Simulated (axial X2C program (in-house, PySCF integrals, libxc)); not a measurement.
GeO⁺: from the spin-free to the two-component result

Computed with an axial X2C code built on PySCF integrals. Spin-free means the one-electron spin-free X2C Hamiltonian; two-component (2c) means X2C with spin–orbit coupling and atomic mean-field two-electron Coulomb and Gaunt terms, so the difference of the two also holds small scalar two-electron terms. Basis: Ge dyall-cv3z [9s9p7d4f1g], O dyall-av3z [7s6p3d2f] (cores contracted in-house); Gaussian nuclei, density fitting, unrestricted open shells. Masses: Ge 73.921 u, O 15.995 u.

Spin-free state: M_S = 1/2, Λ = 1 (beyond evenly filled blocks: π+α, π+β, π-α); fragments Ge+ + O.

```
  level  Re (Å)  ωe (cm⁻¹)  De (eV)  μ (D)
   PBE0   1.768      745.1    3.616  -2.06
     HF   1.740      804.8    1.721  -2.36
   CCSD   1.768      756.2    3.453    n/a
CCSD(T)   1.777      736.9    3.632    n/a
   PW91   1.795      696.0    4.021  -1.94
```

Correlated methods: 9 electrons correlated (number of frozen shells: Ge 3 s, 2 p, 1 d; O 1 s), 235 virtual spin orbitals or spinors in MP2, 90 natural virtuals in coupled cluster.

Dipoles are positive if O is the positive end and refer to the centre of mass.

Q: Within this multiplet, which Ω should lie lowest by the rule for regular and inverted multiplets?

A: The open π shell holds three electrons, one hole, so the multiplet is inverted: Ω = Λ + 1/2 = 3/2. The PBE0 2c search agrees, though Ω = 1/2 of the search lies only 0.04 eV higher.

Two-component determinant lowest at the distance of the search:

Ω = 3/2 (⟨Sz⟩ = 0.50, ⟨Lz⟩ = 1.00 at HF); fragments Ge+ + O.

```tsv
level	Re (Å)	ωe (cm⁻¹)	De (eV)	μ (D)
PBE0	1.768	744.6	n/a	-2.05
HF	1.740	804.7	n/a	-2.35
CCSD	1.768	756.0	3.343	n/a
CCSD(T)	1.777	736.6	3.517	n/a
PW91	1.795	695.0	n/a	-1.93
```

Q: From the two tables, how do the constants change at the CCSD(T) level (2c against spin-free)?

A: At the CCSD(T) level Re is unchanged within 0.001 Å and ωe falls by 0.3 cm⁻¹; De changes by -0.115 eV.

One determinant describes the state; a PBE0 search over occupations chose it and may have missed a lower one. Dissociation energies refer to the lowest single-determinant-based atoms at the same level and basis. De is not given where an atomic determinant may have missed its ground term or J level, or where the truncated virtual space spoils (T). Density functionals use the spin component along the axis (collinear). CCSD and (T) use frozen natural virtuals with an MP2 correction for the truncation; (T) itself is uncorrected, so its De runs slightly low. PBE0 can misorder states that lie within some tenths of an eV, so this need not be the ground state of the molecule. The nearest other spin-free determinant of the search, M_S = 1/2, Λ = 0, lies 0.34 eV up at the distance of the search. Without a current term, density functionals place determinants with orbital angular momentum somewhat too high. At some level and bond length an empty orbital lies below a filled one. The determinant is spin-polarised beyond a pure state at some levels (its spin-free form has ⟨S²⟩ too high), which makes Re and μ there less reliable. The stretched end of a curve changes character and is left out. With the outer-core shells frozen, correlated bond lengths of heavy atoms tend to come out a few hundredths of an ångström too long.
